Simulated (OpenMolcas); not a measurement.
## 4s² 4p² along the 32-electron sequence

```yaml
Program: OpenMolcas
Method: MS-CASPT2, IPEA 0.25 Eh, imaginary shift 0.1 Eh
Basis: ANO-R2
Scalar_Hamiltonian: X2C, finite nucleus
Spin-orbit_coupling: RASSI with atomic mean-field integrals over the reference wave functions, term energies averaged over their components
```

Active space for each ion: 4 electrons in 8 orbitals (4s 4p 5s 5p); closed shells correlated by CASPT2: 3d.

Computed levels in cm-1 above ³P₀:

```json
{"Level": "³P₁", "As+": "880", "Se2+": "1482", "Br3+": "2260", "Kr4+": "3270"}
{"Level": "³P₂", "As+": "2150", "Se2+": "3450", "Br3+": "4980", "Kr4+": "6830"}
{"Level": "¹D₂", "As+": "10020", "Se2+": "13040", "Br3+": "15910", "Kr4+": "19080"}
{"Level": "¹S₀", "As+": "22580", "Se2+": "28390", "Br3+": "33560", "Kr4+": "39130"}
{"Level": "weight of ³P in the lowest level (%)", "As+": "99", "Se2+": "99", "Br3+": "98", "Kr4+": "97"}
```

Measured, with the error of the calculation in %. Measured levels: As+ from NIST Handbook of Basic Atomic Spectroscopic Data; Se2+ from Moore, Atomic Energy Levels, vol. II, NSRDS-NBS 35 (1971 reprint of NBS Circular 467, 1952); Kr4+ from Saloman, J. Phys. Chem. Ref. Data 36, 215 (2007).

| Level | As+ | Se2+ | Kr4+ |
| --- | --- | --- | --- |
| ³P₁ | 1063 (-17.3) | 1741 (-14.9) | 3743 (-12.7) |
| ³P₂ | 2541 (-15.3) | 3937 (-12.4) | 7595 (-10.0) |
| ¹D₂ | 10096 (-0.7) | 13032 (0) | 19723 (-3.3) |
| ¹S₀ | 22599 (-0.1) |  | 39204 (-0.2) |

The fine-structure level ³P₂ changes by a factor of 3.18 from As+ to Kr4+. Its fourth root runs 6.81, 7.66, 8.40, 9.09, with steps per unit of Z of 0.85, 0.74, 0.69; equal steps would mean a (Z - σ)^4 law with constant σ.

¹D₂ changes by a factor of 1.9 over the same range, with steps per unit of Z of +3020, +2870, +3170 cm-1.

CASPT2 does not keep the components of a term degenerate, so their means are used; among the terms shown or strongly mixed into the levels shown the widest spread is 100 cm-1 (4s² 4p² ¹D, Kr4+). Over all roots computed the reference weight is 0.84 to 0.96 in As+, 0.83 to 0.96 in Se2+, 0.84 to 0.97 in Br3+, 0.85 to 0.97 in Kr4+; the roots of lowest weight are the least certain, and an intruder state may touch them. Terms from blocks run as CI alone lack orbitals of their own (holds for As+). The run also gave levels led by 4s 4p² 5s, 4s² 4p 5p, which use shells meant for correlation; these and all levels above them are left out (holds for As+). Active for correlation alone: 5p 5s; no level in the range computed is led by a configuration that fills them, so any true level of that kind is missing (holds for Se2+; Br3+; Kr4+). Measured partners are found by configuration, term and J. A level has none where our copy of the source lacks it or the pairing is in doubt (some pairs that miss far off the trend of their configuration count as doubtful), and it then counts in no deviation. Levels of configurations outside the active space are missing.
